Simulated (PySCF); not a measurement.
ReO3, SMILES [O]=[Re](=[O])=[O] (connectivity only; charge and spin as stated), neutral, multiplicity 2. Atoms are numbered in the order given.

```xyz
4

Re     0.0000     0.0000    -0.1017
O      1.4327    -0.8272     0.3179
O     -1.4327    -0.8272     0.3179
O      0.0000     1.6543     0.3179
```
Charge 0, spin multiplicity 2.

Geometry: r2SCAN-D4/def2-TZVP. The spin state was assumed, not searched. The isomer is the one that the SMILES or the coordinates give; other isomers of the formula were not compared. The def2 effective core potentials stand for the cores of Re; spin–orbit coupling is left out.

All values below come from B3LYP/def2-TZVPD (PySCF).

The molecule is in vacuum.

Computed frontier levels, dipole moment and polarisability:
| Property | Result |
|---|---|
| α spin, highest occupied and lowest empty level | -8.51 and -3.82 eV |
| β spin, highest occupied and lowest empty level | -9.78 and -5.42 eV |
| dipole moment | 2.16 D |
| quadrupole, principal values (traceless, Buckingham form, about the centre of nuclear charge) | -3.58, -3.58, 7.15 D·Å |
| mean static polarisability | 45.6 bohr³ (6.76 Å³) |
| polarisability, principal values | 36.2, 50.3, 50.3 bohr³ |
| ⟨S²⟩ | 0.754 (pure state 0.75) |
